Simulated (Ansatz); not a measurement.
Series B-XY, Y = H, computed as singlets and as triplets. Isolated molecules, 0 K electronic values unless said otherwise. One relaxed conformer stands for each flexible species; it need not be the lowest. Strings in code marks are SMILES.

Quantity: adiabatic spin-state energy, in kJ/mol. The DFT solution of `[BH-]F`, `[BH2-]`, `[BH-]Cl` and `[BH-][AlH2]` is unstable or spin-contaminated; the geometry comes from it. HF references are unrestricted for open shells and restricted for singlets. The restricted reference of `[BH2-]`, `[BH-]F`, `[BH-]Cl`, `[BH-]S` and `[BH-][AlH2]` is unstable towards unrestricted orbitals.

Level 1: frozen-core CCSD(T)/aug-cc-pVTZ // PBE0-D3(BJ)/def2-TZVPD (Ansatz, a program for electronic structure)
Level 2: frozen-core CCSDT(Q)/aug-cc-pVDZ // PBE0-D3(BJ)/def2-TZVPD (Ansatz)
Level 3: LDA/aug-cc-pVTZ // PBE0-D3(BJ)/def2-TZVPD (Ansatz)
Level 4: r2SCAN/aug-cc-pVTZ // PBE0-D3(BJ)/def2-TZVPD (Ansatz)

| species | level 1 | level 2 | level 3 | level 4 |
|---|---|---|---|---|
| `[BH-]B`: multiplicity 3 minus multiplicity 1 | 75.2 | 65.5 | 92.4 | 53.0 |
| `[BH-]F`: multiplicity 3 minus multiplicity 1 | 64.3 | 62.1 | 44.7 | 18.91 |
| `[BH2-]`: multiplicity 3 minus multiplicity 1 | -2.33 | -2.70 | -17.41 | -42.5 |
| `[BH-]Cl`: multiplicity 3 minus multiplicity 1 | 50.0 | 51.0 | 32.65 | 5.05 |
| `[BH-][AlH2]`: multiplicity 3 minus multiplicity 1 | 4.53 | 3.07 | 3.68 | -24.90 |
| `[BH-]S`: multiplicity 3 minus multiplicity 1 | 63.7 | 63.2 | 68.1 | 33.57 |
